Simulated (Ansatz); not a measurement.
One change: `O[Si]1(S)C[SiH2]1` becomes `S[SiH]1C[SiH2]1`.

Ansatz, PBE0-D4/def2-TZVP geometries, multiplicity 1. Each molecule was computed in one conformer, which needn't be the lowest.

```tsv
property	`O[Si]1(S)C[SiH2]1`
HOMO energy (PBE/def2-TZVPP) / eV	-5.56
ideal-gas entropy at 298 K and 1 bar (rigid rotor, harmonic PBE0-D4/def2-TZVP) / J/(mol·K)	367
size of the dipole moment (B3LYP/def2-TZVPP) / D	0.72
size of the dipole moment (PBE/def2-TZVPP) / D	0.81
size of the dipole moment (ωB97M-V/def2-TZVPP) / D	0.76
HOMO energy (PBE0/def2-TZVPP) / eV	-6.60
```

Question: What does the change do to each property? (Best estimate.)

Answer: Computed: 
```csv
property,`S[SiH]1C[SiH2]1`,shift
HOMO energy (PBE/def2-TZVPP) / eV,-5.81,-0.25
"ideal-gas entropy at 298 K and 1 bar (rigid rotor, harmonic PBE0-D4/def2-TZVP) / J/(mol·K)",340,-27
size of the dipole moment (B3LYP/def2-TZVPP) / D,1.24,0.52
size of the dipole moment (PBE/def2-TZVPP) / D,1.32,0.51
size of the dipole moment (ωB97M-V/def2-TZVPP) / D,1.20,0.44
HOMO energy (PBE0/def2-TZVPP) / eV,-6.82,-0.22
```

The zero-point energy changes by -16.7 kJ/mol with -3 modes. Dipoles are sizes alone; their direction can turn.

B3LYP here is the variant with VWN-RPA as its local correlation; programs differ in this.
